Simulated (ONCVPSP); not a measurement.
**thallium (Tl): one change to an ONCV potential, before and after**

```
Element                 : Tl (Z = 81)
Generator               : ONCVPSP 4.0.1
Type                    : optimised norm-conserving Vanderbilt (ONCV)
Functional              : PBE
Relativity              : scalar-relativistic
Frozen core             : [Kr] 4d10 4f14
Valence charge          : 21
Reference configuration : 5s2 5p6 5d10 6s1.75 6p1.25
Partial waves           : 5s+6s: rc 1.25 bohr, ncon 4, nbas 9, qcut 9.2 1/bohr, 2 projectors; 5p+6p: rc 1.65 bohr, ncon 5, nbas 9, qcut 6.6 1/bohr, 3 projectors, debl 3.2 Ha; 5d: rc 1.20 bohr, ncon 4, nbas 8, qcut 6.8 1/bohr, 3 projectors, debl 2.6 Ha
Local potential         : polynomial inside 1.15 bohr (lpopt 1, dvloc0 2 Ha)
Core correction         : Teter function fitted to the true core (icmod 2), fcfact 0.5
```

All-electron outer shells of the reference configuration (PBE, scalar-relativistic, ld1.x):

```csv
shell,level (eV),outermost node (bohr),outermost maximum (bohr)
4d,-375.53,0.19,0.39
5s,-131.51,0.46,0.80
4f,-114.53,–,0.36
5p,-76.61,0.50,0.91
5d,-15.97,0.53,1.11
6s,-9.88,1.04,2.08
6p,-2.58,1.23,2.87
```

Change: s: rc 1.3.

Cutoffs: the cutoffs (Ha) at which the residual kinetic energy of the hardest occupied pseudo-wave falls to 1 and 0.1 mHa per electron; they do not see the model core or the augmentation charge, which bear on the density cutoff. Errors are all-electron minus pseudo energies relative to the spin-unpolarised reference configuration.

Q: How do hardness, ghosts and transferability respond?

A: The potential gets neither clearly harder nor softer (35 Ha and 41 Ha → 34 Ha and 41 Ha); both files keep a bound ghost (d); of the 4 tests that both files solve, the error grows in 2 and shrinks in 2 by more than 15 % and 0.3 meV (median size 1.8 → 2.5 meV).

```tsv
quantity	base	changed
cutoff, loose	35 Ha	34 Ha
cutoff, tight	41 Ha	41 Ha
loose cutoff by channel	s 35 Ha, p 16 Ha, d 23 Ha	s 34 Ha, p 16 Ha, d 23 Ha
bound ghosts	d	d
GHOST(+) flags under 300 eV	s at 170.2 eV	none
error for 5s2 5p6 5d10 6s2 6p1, meV [ΔE -1.81 eV]	+1.0	+0.3
error for 5s2 5p6 5d10 6s2 6p0, meV [ΔE 3.36 eV]	-1.4	-2.0
error for 5s2 5p6 5d10 6s1 6p0, meV [ΔE 24.14 eV]	-12	-9.7
error for 5s2 5p6 5d9 6s2 6p2, meV [ΔE 12.91 eV]	-2.2	-2.9
p: phases at 1.67 bohr within 0.05 rad from the reference energy up to (Ha; the scan ends near 5)	to the end of the scan	to the end of the scan
d: phases at 1.22 bohr within 0.05 rad from the reference energy up to (Ha; the scan ends near 5)	to the end of the scan	to the end of the scan
rms error of d²Exc/dni dnj with the model core, mHa	0.54	0.62
```

 A true bound ghost makes a file unfit for plane-wave use even where its test errors are small: the radial tests pick states by their node count and pass the ghost by.
